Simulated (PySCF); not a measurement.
C2HCl3, SMILES ClC=C(Cl)Cl. Geometry: PBE-D3(BJ)/def2-SVP.

All values below come from PySCF with PBE-D3(BJ)/def2-SVP.

Harmonic wavenumbers (cm⁻¹): 163, 198, 270, 379, 449, 623, 742, 837, 907, 1196, 1599, 3158. Rotational constants (GHz): 3.819, 1.484, 1.069; symmetry number 1.

Work out the zero-point energy and the ideal-gas rigid-rotor harmonic-oscillator thermochemistry at 298.15 K and 1 atm.

ZPE = ½ Σ hcν = ½ × 10522 cm⁻¹ = 15.04 kcal/mol. H − E(el) = 19.06 kcal/mol. Entropy in cal/(mol K): translation 40.53, rotation 28.36, vibration 9.14, total 78.03. G − E(el) = -4.21 kcal/mol. Cp = 19.36 cal/(mol K).
